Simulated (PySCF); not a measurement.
These are PySCF with PBE-D3(BJ)/def2-TZVP // B3LYP-D3(BJ)/def2-TZVP values and carry that method's errors. All species are isolated molecules in the gas phase. One relaxed conformer stands for a flexible species; it need not be the lowest. 

Reference species (SMILES): `[SiH3]CO` (H–O–C–Si torsion 61°) (neutral, multiplicity 1).

```
Item              Value
-------------  --------
HOMO–LUMO gap   5.64 eV
LUMO           -0.42 eV
```

Changed species: `CO[SiH3]`.

Q: What does the change do to the HOMO–LUMO gap and LUMO?

A: the HOMO–LUMO gap rises by 0.43 eV, to 6.07 eV; the LUMO falls by 0.16 eV, to -0.58 eV.
